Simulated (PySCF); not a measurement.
**State search for MgGa⁺**

Unrestricted PBE0; PySCF, no relativity, basis sets Mg def2-SVPD, Ga def2-SVPD. Outer shells of the fragments: Mg 3s2; Ga+ 3d10 4s2.

Followed along the bond (rough minima from three points):

| 2Ms+1 | unpaired | ⟨S²⟩ at the start | R at minimum (Å) | Te (eV) |
| --- | --- | --- | --- | --- |
| 1 | none | 0.00 | 3.13 | 0.00 |
| 3 | σ ↑, π ↑ | 2.01 | 2.73 | 1.79 |

Solutions found at the starting distance of 2.660 Å, counted from the lowest of them; the search is not exhaustive and high or unbound solutions are not listed, so other states can lie among these:

| 2Ms+1 | unpaired | term | E (eV) | ⟨S²⟩ | ⟨Lz²⟩ | μ (D) |
| --- | --- | --- | --- | --- | --- | --- |
| 1 | none | ¹Σ⁺ | 0.00 | 0.00 | 0.00 | -4.39 |
| 3 | σ ↑, π ↑ | ³Π | 1.53 | 2.01 | 1.00 | -5.91 |
| 3 | σ ↑↑ | ³Σ⁺ | 1.71 | 2.00 | 0.00 | -2.44 |
| 1 | σ ↑, π ↓ | mixed | 1.80 | 1.01 | 1.00 | -5.97 |
| 3 | π ↑↑ | ³Σ⁻ | 4.26 | 2.00 | 0.00 | -7.71 |
| 1 | π ↑↓ | mixed | 4.45 | 1.01 | 2.01 | -7.60 |
| 1 | none | mixed | 4.97 | 0.00 | 2.00 | -7.18 |
| 3 | π ↑↑ | mixed | 6.11 | 2.01 | 2.01 | -4.54 |
| 3 | σ ↑, δ ↑ | ³Δ | 7.23 | 2.01 | 4.00 | -6.55 |
| 1 | σ ↑, δ ↓ | mixed | 7.34 | 1.01 | 4.00 | -7.05 |

A term symbol is given only where ⟨S²⟩ and ⟨Lz²⟩ are close to those of a pure state; real π, δ and φ orbitals otherwise mix terms. A positive dipole points towards Ga; it is taken about the centre of mass and depends on that origin.

Task: Compare the gap between the two lowest followed solutions at the starting distance with the gap between their minima.

Result: At PBE0 the second solution (triplet, unpaired electrons σ ↑, π ↑) lies +1.53 eV from the first (singlet, closed shell) at 2.660 Å and +1.79 eV at the minima; the two curves relax by different amounts, since their minima lie near 2.73 and 3.13 Å.

Counting both spins, an empty level lies below a filled one in some of these solutions, because spin and occupation are held.
